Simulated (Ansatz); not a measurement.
Geometry optimisation, Ansatz 0.2.0, RKS PBE0-D4/6-31G*.

Input:

```yaml
crystal:
  periodic: [false, false, false]
  atoms:
    - { symbol: C, position_ang: [1.8162, -1.0423, 2.0124] }
    - { symbol: O, position_ang: [1.0385, -0.1666, 1.1037] }
    - { symbol: C, position_ang: [1.3435, -0.4313, -0.2787] }
    - { symbol: Si, position_ang: [0.5853, 0.6424, -1.5443] }
    - { symbol: Si, position_ang: [-1.7599, 0.2867, -1.3636] }
    - { symbol: C, position_ang: [-2.3493, 0.862, 0.3123] }
    - { symbol: H, position_ang: [2.8701, -0.8213, 1.903] }
    - { symbol: H, position_ang: [1.5746, -2.0335, 1.8089] }
    - { symbol: H, position_ang: [1.4719, -0.7304, 3.0639] }
    - { symbol: H, position_ang: [1.1525, -1.4833, -0.4533] }
    - { symbol: H, position_ang: [2.4465, -0.2933, -0.3688] }
    - { symbol: H, position_ang: [0.9861, 0.2492, -2.8882] }
    - { symbol: H, position_ang: [0.7967, 2.0986, -1.3676] }
    - { symbol: H, position_ang: [-2.0999, -1.1366, -1.5272] }
    - { symbol: H, position_ang: [-2.4773, 1.0375, -2.405] }
    - { symbol: H, position_ang: [-3.4529, 0.7508, 0.44381] }
    - { symbol: H, position_ang: [-1.87938, 0.29381, 1.10356] }
    - { symbol: H, position_ang: [-2.11349, 1.92178, 0.49467] }
basis:
  gaussian: { orbitals: "6-31G*" }
hamiltonian:
  xc: pbe0
  dispersion: d4
relax:
  f_tol: 0.015
  max_steps: 40
```

Launched with:

```bash
$ ansatz run input.yaml --threads 2 --pin off --max-ram 3072MiB --backend cpu --events-out ev --progress --plain --runs-dir out
```

Problem. Where does it end, and by what steps?

Solution. The run converged. After 13 steps the energy has fallen by 0.563 eV; H9 moved furthest, 0.53 Å.

```
step  energy less start (eV)  largest force component (eV/Å)  accepted
   0                  0.0000                           3.953       yes
   1                 -0.4480                           1.584       yes
   2                 -0.5364                           0.356       yes
   3                 -0.5394                           0.256       yes
   4                 -0.5569                           0.059       yes
   5                 -0.5596                           0.041       yes
   6                 -0.5611                           0.040       yes
   7                 -0.5616                           0.024       yes
   8                 -0.5621                           0.016       yes
   9                 -0.5623                           0.034       yes
  10                 -0.5620                           0.076        no
  11                 -0.5628                           0.031       yes
  12                 -0.5630                           0.020       yes
  13                 -0.5631                           0.014       yes
```

```xyz
18
Properties=species:S:1:pos:R:3
C 1.550 -1.035 1.914
O 0.911 -0.283 0.916
C 1.528 -0.435 -0.347
Si 0.547 0.630 -1.586
Si -1.730 0.246 -1.223
C -2.292 0.963 0.428
H 2.598 -0.723 2.047
H 1.537 -2.111 1.679
H 1.008 -0.868 2.848
H 1.515 -1.492 -0.663
H 2.588 -0.129 -0.305
H 0.975 0.249 -2.967
H 0.892 2.070 -1.391
H -1.957 -1.233 -1.253
H -2.527 0.828 -2.348
H -3.339 0.716 0.635
H -1.666 0.559 1.230
H -2.189 2.053 0.434
```

The run took 82 s on 2 threads of Arm Neoverse V1, on a shared host, peak memory 0.33 GiB.
